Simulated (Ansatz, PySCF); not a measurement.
System: sum formula SiPH₄, net charge 0, doublet state. It need not be the lowest isomer of its formula. 
Coordinates optimised at B3LYP-D3(BJ)/def2-TZVP (Ansatz, a program for electronic structure):
```xyz
6

Si    -1.1104    -0.0895     0.2616
P      1.0764     0.1108    -0.2618
H     -1.9087     0.1796    -0.9665
H     -1.4426     0.9493     1.2757
H      1.1743    -1.1014    -0.9903
H      1.5769    -0.4366     0.9464
```
Charge 0, spin multiplicity 2.

Total electronic energies in hartree. Valence correlation only, unless marked. Open shells are spin-unrestricted. Spin-orbit coupling is left out. Non-relativistic. Basis-set limits of correlation are two-point, X^-3; Hartree-Fock from the larger set. The bracket is a focal-point correction in the basis named.

```csv
level,program,energy (Eh)
HF/def2-SVP,Ansatz,-631.75831
HF/aug-cc-pV(Q+d)Z,Ansatz,-631.99893
HF-D3(BJ)/def2-TZVPD,PySCF + dftd3,-632.02038
RI-HF/cc-pV(Q+d)Z,Ansatz,-631.99872
TPSS-D3(BJ)/def2-TZVPD,PySCF + dftd3,-633.27848
r2SCAN/def2-TZVPD,Ansatz,-633.16225
r2SCAN-D4/def2-TZVPD,Ansatz + dftd4,-633.16316
B3LYP-D3(BJ)/def2-TZVPD,Ansatz + dftd3,-633.26983
PBE0/STO-3G,Ansatz,-625.71084
HSE06-D3(BJ)/def2-TZVPD,Ansatz + dftd3,-632.95108
HSE06-D4/def2-TZVPD,Ansatz + dftd4,-632.95121
CAM-B3LYP-D4/def2-TZVPD,Ansatz + dftd4,-633.22743
CAM-B3LYP/def2-TZVPD,Ansatz,-633.22389
B2GP-PLYP/def2-TZVPD,Ansatz,(withheld)
MP2/6-31G*,Ansatz,-632.08756
MP2/aug-cc-pV(D+d)Z,Ansatz,-632.19340
MP2/aug-cc-pV(T+d)Z,Ansatz,-632.26426
RI-MP2/def2-TZVPPD,Ansatz,-632.24878
SCS-MP2/def2-TZVPPD,Ansatz,-632.26117
CCSD/6-31G*,Ansatz,-632.12724
CCSD/aug-cc-pV(T+d)Z,Ansatz,-632.30705
CCSD(T)/aug-cc-pV(T+d)Z,Ansatz,-632.32014
"RI-MP2/CBS(aug-cc-pV(T+d)Z,aug-cc-pV(Q+d)Z)+[CCSD(T)-MP2]/aug-cc-pV(T+d)Z",Ansatz,-632.3556
```

What belongs in the gaps?


- B2GP-PLYP/def2-TZVPD, energy (Eh): -632.87277
